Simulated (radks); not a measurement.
Task: Species: the thallium ion Tl55+. Configuration: [Ar] 3d8 (the NIST ground configuration). All-electron calculation, Dirac Kohn-Sham, exchange-only PBE, spin-unpolarised, spherical densities, finite nucleus; open shells fill j = l - 1/2 first; Fermi nuclear charge, rms radius 5.4759 fm. Program: a radial shooting solver on a logarithmic mesh with Libxc functionals. Some entries of the table are withheld. Estimate them.

| orbital | occ. | eigenvalue (eV) | r(max) (bohr) | <1/r> (bohr^-1) |
|---|---|---|---|---|
| 1s1/2 | 2 | (1) | 0.01003 | 99.37 |
| 2s1/2 | 2 | -18515.63 | 0.05827 | 24.61 |
| 2p1/2 | 2 | -17933.04 | (2) | 24.56 |
| 2p3/2 | 4 | -15852.20 | (3) | 19.76 |
| 3s1/2 | 2 | -6698.737 | 0.1615 | (4) |
| 3p1/2 | 2 | -6448.533 | 0.1502 | 9.239 |
| 3p3/2 | 4 | -5951.699 | 0.1646 | 7.981 |
| 3d3/2 | 4 | (5) | 0.1270 | (6) |
| 3d5/2 | 4 | (7) | 0.1310 | (8) |
| 4s1/2 | 0 | -3384.334 | 0.3347 | 4.657 |
| 4p1/2 | 0 | (9) | 0.3281 | 4.597 |
| 4p3/2 | 0 | (10) | 0.3497 | 4.148 |

Result: 
(1) 1s1/2 eigenvalue (eV): -88829.69
(2) 2p1/2 r(max) (bohr): 0.04271
(3) 2p3/2 r(max) (bohr): 0.05027
(4) 3s1/2 <1/r> (bohr^-1): 9.325
(5) 3d3/2 eigenvalue (eV): -5559.878
(6) 3d3/2 <1/r> (bohr^-1): 7.858
(7) 3d5/2 eigenvalue (eV): -5450.640
(8) 3d5/2 <1/r> (bohr^-1): 7.575
(9) 4p1/2 eigenvalue (eV): -3275.768
(10) 4p3/2 eigenvalue (eV): -3097.635
